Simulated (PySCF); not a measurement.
## Computed properties of GeH5Si, SMILES [SiH2][GeH3]

GeH5Si, SMILES [SiH2][GeH3] (connectivity only; charge and spin as stated), charge +1, multiplicity 1. Coordinates come from a PBE0-D3(BJ)/def2-TZVP optimisation. The spin state was assumed, not searched. The isomer is the one that the SMILES or the coordinates give; other isomers of the formula were not compared. The values are those of a single conformer. All values are computed for the isolated molecule unless a solvent is named; none is compared with measurement here.

**Structure.** The optimised structure has Cs symmetry. All 15 harmonic modes at PBE0-D3(BJ)/def2-TZVP (PySCF) are real, so it is a minimum.

**Vibrations.** The strongest infrared lines (harmonic, unscaled, degenerate partners summed) lie at 737 cm⁻¹ (168 km/mol, H 97 %), 960 cm⁻¹ (114 km/mol, H 95 %), 853 cm⁻¹ (26 km/mol, H 99 %). The softest mode is at 46 cm⁻¹ and the zero-point energy is 24.0 kcal/mol.

**Electronic structure.** r2SCAN/def2-TZVPD (PySCF) places the frontier levels at -13.62 and -9.97 eV, a gap of 3.65 eV and a mean polarisability of 54.9 bohr³.

**Excitations.** TDA-ωB97X/def2-SVPD (PySCF) has S1 at 3.84 eV (323 nm, f = 0.008, weak); the most intense of the 10 singlets computed lies at 8.51 eV (f = 0.54). T1 (TDA) is at 3.09 eV, 0.75 eV under S1. No vertical singlet excitation falls in the visible range (under 3.1 eV).

**NMR.** GIAO shifts at HF/pcSseg-2 (PySCF) (non-relativistic, atoms alike by connectivity averaged): ¹H from 4.9 to 9.2 ppm against TMS; ²⁹Si at 456.5 ppm against TMS.
